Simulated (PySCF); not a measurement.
BrHSi, neutral, multiplicity 1. Atoms are numbered in the order given.

```xyz
3

Si     0.1085     1.5811     0.0000
H     -1.4042     1.7667     0.0000
Br    -0.0033    -0.6829     0.0000
```

Coordinates come from a B3LYP-D3(BJ)/def2-TZVP optimisation.

Calculation: PySCF with TDA-B3LYP/def2-TZVPD.

Vertical excitations. The molecule is in vacuum. State labels are in the subgroup Cs.

Computed UV-visible absorptions:
```csv
state,symmetry,energy (eV),λ (nm),f,main pairs
S1,A",2.67,465,0.016,HOMO→LUMO 97 %
S2,A",4.33,286,0.011,HOMO−1→LUMO 98 %
S3,A',4.92,252,0.003,"HOMO−2→LUMO 67 %, HOMO→LUMO+1 31 %"
S4,A',5.35,232,0.168,"HOMO→LUMO+1 64 %, HOMO−2→LUMO 25 %"
S5,A",5.40,230,0.001,HOMO−3→LUMO 99 %
S6,A',6.08,204,0.063,HOMO→LUMO+2 97 %
S7,A',6.90,180,0.061,"HOMO−1→LUMO+1 47 %, HOMO→LUMO+3 47 %"
S8,A",6.95,178,0.015,HOMO−2→LUMO+1 97 %
S9,A",7.10,175,0.008,HOMO→LUMO+5 98 %
S10,A',7.11,174,0.039,HOMO→LUMO+4 93 %
T1,A",1.54,803,0,HOMO→LUMO 96 %
T2,A",3.89,319,0,HOMO−1→LUMO 96 %
T3,A',3.97,313,0,HOMO−2→LUMO 99 %
T4,A',4.24,292,0,HOMO→LUMO+1 93 %
```
Triplets are in the Tamm–Dancoff approximation.
